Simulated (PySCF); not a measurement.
Cost of excited-state runs on `C/C=N\N=C/CC`, C5H10N2

Geometry:
| atom | x (Å) | y (Å) | z (Å) |
| --- | --- | --- | --- |
| C1 | 3.000 | 0.536 | 1.073 |
| C2 | 2.161 | -0.592 | 0.545 |
| N3 | 1.405 | -0.483 | -0.436 |
| N4 | 0.884 | -0.454 | -1.558 |
| C5 | -0.290 | -0.137 | -1.929 |
| C6 | -1.417 | 0.273 | -1.025 |
| C7 | -2.469 | -0.831 | -0.907 |
| H8 | 2.803 | 1.451 | 0.521 |
| H9 | 4.057 | 0.285 | 0.977 |
| H10 | 2.791 | 0.700 | 2.129 |
| H11 | 2.232 | -1.541 | 1.081 |
| H12 | -0.476 | -0.219 | -2.989 |
| H13 | -1.889 | 1.178 | -1.417 |
| H14 | -1.010 | 0.498 | -0.035 |
| H15 | -2.903 | -1.045 | -1.881 |
| H16 | -2.018 | -1.744 | -0.524 |
| H17 | -3.266 | -0.528 | -0.232 |

PySCF with density fitting, on 1 thread of an AMD EPYC 7B13, shared host. Command: `OMP_NUM_THREADS=1 python excited_run.py task.json out`

**Question.** How long does this run take, and how much memory?
- open-shell absorption, CAM-B3LYP/def2-SVP; 8 states; spin flip; reference multiplicity 3

**Answer.** 
| run | level | basis functions | wall time | peak memory (GiB) |
| --- | --- | --- | --- | --- |
| open-shell absorption | CAM-B3LYP/def2-SVP | 148 | 24 s | 0.6 |

Times from a shared host are rough.
